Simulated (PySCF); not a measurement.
C2H5F3OSi.
Structure used (PBE0-D3(BJ)/def2-SVP), in Å, numbered top down from 1:
```xyz
12
C2H5F3OSi angstrom
C      2.1700   -0.0519   -0.0367
O      0.7979   -0.3363   -0.0847
Si    -0.3936    0.3994    0.7885
C     -2.0358   -0.3800    0.1560
F     -2.1129   -1.6947    0.3972
F     -2.2075   -0.2032   -1.1596
F     -3.0779    0.2012    0.7767
H      2.6908   -0.7244   -0.7335
H      2.3847    0.9888   -0.3399
H      2.5904   -0.2130    0.9723
H     -0.4623    1.8676    0.5348
H     -0.2906    0.1245    2.2503
```

Jobs on this species (12 atoms, 66 electrons) with PySCF (density fitting). Hardware of each: one thread, Arm Neoverse V1 (aarch64), shared host. The host was shared with other jobs, so the times are rough. Peak memory is the resident size of the whole Python process, interpreter and libraries included.

```tsv
level and settings	work	basis functions	SCF cycles	wall time	peak memory
PBE0/def2-SVPD	10 singlets by full TDDFT, 4 Tamm–Dancoff triplets, polarisability, ΔSCF ions	196	?	?	?
PBE0/cc-pVDZ	shieldings, charges and field gradients	127	?	?	?
PBE0/def2-TZVP	10 singlets by full TDDFT, 4 Tamm–Dancoff triplets, polarisability	253	14	57 s	0.99 GiB
PBE0/pcSseg-2	shieldings, charges and field gradients	329	14	62 s	1.3 GiB
wB97X-D/pcSseg-1	shieldings	151	13	19 s	0.87 GiB
PBE0/6-31G	shieldings, charges and field gradients	77	13	7.8 s	0.48 GiB
PBE0/aug-cc-pVDZ	10 singlets by full TDDFT, 4 Tamm–Dancoff triplets, polarisability	210	14	45 s	0.87 GiB
PBE0/aug-cc-pVDZ	shieldings, charges and field gradients	210	14	29 s	0.97 GiB
PBE/def2-SVPD	10 singlets by full TDDFT, 4 Tamm–Dancoff triplets, polarisability, ΔSCF ions	196	14	2.4 min	0.66 GiB
```

Fill in the missing figures.

- PBE0/def2-SVPD; 10 singlets by full TDDFT, 4 Tamm–Dancoff triplets, polarisability, ΔSCF ions: 2.9 min, 0.86 GiB, 14 SCF cycles
- PBE0/cc-pVDZ; shieldings, charges and field gradients: 13 s, 0.69 GiB, 13 SCF cycles

What do all jobs in the table cost together?

About 9.2 min; the longest takes about 32 % of that, and about 22 times as long as the shortest.
